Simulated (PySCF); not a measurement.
Substituent chemical shifts

Parent skeleton `[BH2-:1]1[O:2][CH:3]=[CH:4][CH:5]=[O+:6]1`; one hydrogen on atom 4 is replaced by X. Hydrogens on one atom are averaged.

- PBE0/pcSseg-1 with gauge-including orbitals
- PBE0-D3(BJ)/def2-SVP geometry
- code: PySCF 2.14.0 with density-fitted response routines
- one computed conformer, no solvent, equivalent nuclei averaged, relativity neglected

Referencing at the same level of theory: BF3·OEt2 for ¹¹B (σref 100.73); ¹⁷O (σref 334.56) against H2O; ¹³C (σref 184.41) and ¹H (σref 31.27) against TMS.

Parent (X = H): B1 4.4, O2 288.4, C3 186.2, C4 101.7, C5 186.2, O6 288.4, H(B1) 4.27, H(C3) 7.46, H(C5) 7.46 ppm. Effects are Δδ = δ(X) − δ(H), positive for deshielding.

Known members:
```tsv
X	B1	O2	C3	C4	C5	O6	H(B1)	H(C3)	H(C5)
iPr	-5.2	-6.5	+0.2	+24.6	+0.2	-6.5	-0.52	+0.26	+0.26
2-furyl	-0.2	-3.0	-3.0	+6.8	-3.0	-3.0	+0.05	+0.66	+0.66
```

Four more derivatives gave (Δδ, ppm):
```json
{"compound": "1", "B1": "-0.3", "O2": "-17.3", "C3": "-1.4", "C4": "+17.9", "C5": "+1.6", "O6": "+0.7", "H(B1)": "+0.00", "H(C3)": "-0.19", "H(C5)": "+0.10"}
{"compound": "2", "B1": "-5.7", "O2": "-15.6", "C3": "-1.8", "C4": "+43.3", "C5": "-1.8", "O6": "-15.6", "H(B1)": "-0.64", "H(C3)": "+0.36", "H(C5)": "+0.36"}
{"compound": "3", "B1": "-0.1", "O2": "-11.7", "C3": "-1.1", "C4": "+11.7", "C5": "-4.7", "O6": "-9.7", "H(B1)": "+0.00", "H(C3)": "-0.03", "H(C5)": "-0.57"}
{"compound": "4", "B1": "-6.0", "O2": "-29.0", "C3": "-12.3", "C4": "+45.0", "C5": "-12.3", "O6": "-29.0", "H(B1)": "-0.72", "H(C3)": "+0.22", "H(C5)": "+0.22"}
```

**Question.** Their substituents are OC2H5, OiPr, cPent, cPr. Which is which?

**Answer.** 1: X = cPent ([BH2-]1OC=C(C2CCCC2)C=[O+]1); 2: X = OiPr (CC(C)OC1=CO[BH2-][O+]=C1); 3: X = cPr ([BH2-]1OC=C(C2CC2)C=[O+]1); 4: X = OC2H5 (CCOC1=CO[BH2-][O+]=C1).

Unscaled 17O shifts of doubly bonded oxygen tend to come out too high, by tens of ppm or more. Experimental scales use liquid or dissolved standards, which lie at an offset from isolated H2O (liquid H2O: subtract about 36 ppm).
